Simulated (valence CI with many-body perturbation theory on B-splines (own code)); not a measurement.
Values are calculated unless marked as measured or tabulated.
# Hyperfine factors and g values of Bi⁵⁰⁺

Level of theory: relativistic CI+MBPT: five valence electrons over a frozen Dirac-Fock core [Ar] 3d10, a basis of 9 s, 9 p, 8 d, 6 f, 3 g, 1 h functions for each j, with the one-electron correlation potential Σ1 (screened to all orders), the two-electron term Σ2, the three-electron term Σ3, Breit, model QED; selected single and double excitations, second order for the rest (own B-spline code, finite nucleus).

The last digits are not significant, and no measured levels were compared; by estimate large intervals hold to a few tenths of a per cent, small ones and those within an open d or f shell to about a per cent. Among the levels kept, up to 330 cm⁻¹ of a level comes from second order outside the variational space, and about a tenth of that is noise between levels of different J, which matters for small intervals.

A/g_I is the dipole constant over the nuclear g factor μ/I (μ in nuclear magnetons, uniformly magnetised nucleus), B/Q the quadrupole constant per barn. Both hold the static response of the core; the bare values leave it out. Large factors of s and p1/2 electrons are usually good to 5 to 10 %; those of open d and f shells near neutrality can be off by tens of per cent, and small factors of p3/2, d and f electrons come from cancelling terms and can be off by a factor of two or in sign, in half-filled shells by more. B is blank for J = 1/2, where it vanishes, and for nearly pure S terms. Energies count from the lowest level.

Levels are named by their leading jj configuration (3d3/2^4 stands for four electrons in 3d with j = 3/2), which in mixed levels can hold well under half, so a name can repeat and another be missing. Letters in brackets count levels of one name in rising energy.

| Level | E (× 10³ cm⁻¹) | g | A/g_I (MHz) | A/g_I bare | B/Q (MHz/b) | B/Q bare |
| --- | --- | --- | --- | --- | --- | --- |
| (4s^2 4p1/2^2 4p3/2) J=3/2 | 0.00 | 1.349 | 89300 | 85900 | 180000 | 175000 |
| (4s^2 4p1/2 4p3/2^2) J=3/2 | 1366.9 | 1.458 | -82500 | -81200 | 15000 | 14500 |
| (4s^2 4p1/2 4p3/2^2) J=5/2 | 1418.4 | 1.193 | 266000 | 258000 | -559 | -525 |
| (4s^2 4p1/2 4p3/2^2) J=1/2 | 1484.1 | 0.656 | 963000 | 937000 |  |  |
| (4s^2 4p1/2^2 4d3/2) J=3/2 | 1504.8 | 0.784 | 45000 | 45200 | 30600 | 30400 |
| (4s^2 4p1/2^2 4d5/2) J=5/2 | 1867.7 | 1.207 | 28100 | 28200 | 20600 | 20500 |
| (4s 4p1/2^2 4p3/2^2) J=5/2 | 2357.4 | 1.465 | 619000 | 601000 | 44500 | 43300 |
| (4s 4p1/2^2 4p3/2^2) J=1/2 | 2498.9 | 2.069 | 2740000 | 2660000 |  |  |
| (4s 4p1/2^2 4p3/2^2) J=3/2 | 2514.9 | 1.176 | -424000 | -412000 | -30100 | -29300 |
| (4s^2 4p3/2^3) J=3/2 | 2860.4 | 1.310 | 93000 | 89600 | -195000 | -190000 |
| (4s^2 4p1/2 4p3/2 4d3/2) J=5/2 [a] | 2863.2 | 0.960 | 199000 | 194000 | -21300 | -20400 |
| (4s^2 4p1/2 4p3/2 4d3/2) J=3/2 [a] | 2869.4 | 0.904 | 182000 | 178000 | -111000 | -108000 |
| (4s^2 4p1/2 4p3/2 4d3/2) J=1/2 [a] | 2870.6 | 0.192 | 394000 | 386000 |  |  |
| (4s^2 4p1/2 4p3/2 4d3/2) J=7/2 | 2916.2 | 1.031 | 195000 | 190000 | 196000 | 191000 |
| (4s^2 4p1/2 4p3/2 4d3/2) J=5/2 [b] | 3055.7 | 1.174 | -1740 | -1400 | 184000 | 179000 |
| (4s^2 4p1/2 4p3/2 4d3/2) J=3/2 [b] | 3071.7 | 1.197 | 35000 | 33800 | 15800 | 15100 |
| (4s^2 4p1/2 4p3/2 4d3/2) J=1/2 [b] | 3080.6 | 1.704 | 426000 | 412000 |  |  |
| (4s^2 4p1/2 4p3/2 4d5/2) J=7/2 [a] | 3162.2 | 1.309 | -56300 | -54400 | 202000 | 196000 |
| (4s^2 4p1/2 4p3/2 4d5/2) J=3/2 [a] | 3216.0 | 1.363 | -131000 | -127000 | -73200 | -71000 |
| (4s^2 4p1/2 4p3/2 4d5/2) J=9/2 | 3220.7 | 1.188 | 146000 | 143000 | 197000 | 192000 |
| (4s^2 4p1/2 4p3/2 4d5/2) J=5/2 [a] | 3236.7 | 1.128 | 214000 | 209000 | -136000 | -132000 |
| (4s^2 4p1/2 4p3/2 4d5/2) J=5/2 [b] | 3344.8 | 1.269 | -64300 | -62200 | 16000 | 15900 |
| (4s^2 4p1/2 4p3/2 4d5/2) J=7/2 [b] | 3350.3 | 1.124 | 170000 | 166000 | 1610 | 1990 |
| (4s^2 4p1/2 4p3/2 4d5/2) J=3/2 [b] | 3374.7 | 0.933 | 287000 | 281000 | 21300 | 20800 |
| (4s^2 4p1/2 4p3/2 4d5/2) J=1/2 | 3388.7 | 1.218 | -330000 | -318000 |  |  |
| (4s^2 4p1/2^2 4f5/2) J=5/2 | 3531.8 | 0.848 | -4150 | -2900 | 5000 | 4030 |
| (4s^2 4p1/2^2 4f7/2) J=7/2 | 3639.4 | 1.142 | 20700 | 21100 | 1830 | 463 |
| (4s 4p1/2 4p3/2^3) J=3/2 [a] | 3781.4 | 1.532 | 513000 | 498000 | -160000 | -156000 |
| (4s 4p1/2^2 4p3/2 4d3/2) J=5/2 [a] | 3835.2 | 1.270 | 479000 | 465000 | 52400 | 50800 |
| (4s 4p1/2^2 4p3/2 4d3/2) J=3/2 [a] | 3841.4 | 1.290 | 293000 | 285000 | -2150 | -2410 |
| (4s 4p1/2^2 4p3/2 4d3/2) J=1/2 [a] | 3843.1 | 2.410 | 1520000 | 1470000 |  |  |
| (4s 4p1/2 4p3/2^3) J=5/2 | 3861.4 | 1.299 | 779000 | 756000 | -220000 | -214000 |
| (4s 4p1/2^2 4p3/2 4d3/2) J=7/2 | 3887.5 | 1.266 | 440000 | 428000 | 174000 | 170000 |
| (4s 4p1/2 4p3/2^3) J=1/2 | 3961.2 | 1.359 | -999000 | -970000 |  |  |
| (4s 4p1/2^2 4p3/2 4d3/2) J=3/2 [b] | 3968.2 | 0.999 | 180000 | 176000 | -102000 | -99300 |
| (4s 4p1/2 4p3/2^3) J=3/2 [b] | 3971.3 | 1.086 | 139000 | 135000 | -26100 | -25300 |
| (4s 4p1/2^2 4p3/2 4d3/2) J=1/2 [b] | 4034.8 | 0.547 | 417000 | 407000 |  |  |
| (4s 4p1/2^2 4p3/2 4d3/2) J=5/2 [b] | 4041.3 | 0.916 | -172000 | -166000 | 124000 | 121000 |
| (4s 4p1/2^2 4p3/2 4d5/2) J=9/2 | 4125.7 | 1.352 | 355000 | 345000 | 198000 | 193000 |
| (4s 4p1/2^2 4p3/2 4d5/2) J=5/2 [a] | 4212.6 | 1.382 | 547000 | 532000 | -103000 | -99700 |

Problem. Take the isotope of mass number 209, with I = 9/2, μ = 4.092 μN, leaving out the quadrupole term. What is the hyperfine structure of (4s^2 4p1/2^2 4p3/2) J=3/2?

Solution. From the table A = 81200 MHz. Shifts from the centre of gravity in MHz: F = 3: -670000, F = 4: -345000, F = 5: 60900, F = 6: 548000.
